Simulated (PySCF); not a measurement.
Cd(F)(Me) (CH3CdF), SMILES [Cd]([CH3])[F].

The structure is a stationary point at B3LYP-D3(BJ)/def2-TZVP. The def2 effective core potentials stand for the cores of Cd; spin–orbit coupling is left out.

Calculation: r2SCAN/def2-TZVPD (PySCF).

Gas-phase values at a fixed geometry.

```yaml
total_energy: -307.58841 hartree
point_group: C3v
highest_occupied_level: -7.57 eV
lowest_empty_level: -1.51 eV
orbital_gap: 6.06 eV
dipole_moment: 3.49 D
quadrupole, principal values (traceless, Buckingham form, about the centre of nuclear charge): -11.12, 5.56, 5.56 D·Å
mean_static_polarisability: 45.0 bohr³ (6.66 Å³)
polarisability_principal_values: 36.4, 36.4, 62.1 bohr³
```
